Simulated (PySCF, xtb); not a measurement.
B(H)(F)(NMe2) (C₂H₇BFN), SMILES CN(C)BF.

GFN2-xTB run with xtb at its own geometry gives an orbital gap of 5.89 eV and a dipole moment of 2.95 D.

Coordinates come from a B3LYP-D3(BJ)/def2-SVP optimisation. The structure was generated by enumeration, and PubChem lists no compound with its InChIKey, so it may never have been made. Other conformers were not sampled.

Question: What does PBE/def2-TZVP (PySCF) give? (The exact figures need the calculation; the answer reports its results.)

Answer: gap 5.85 eV (levels -6.02 and -0.16 eV), dipole 2.34 D.
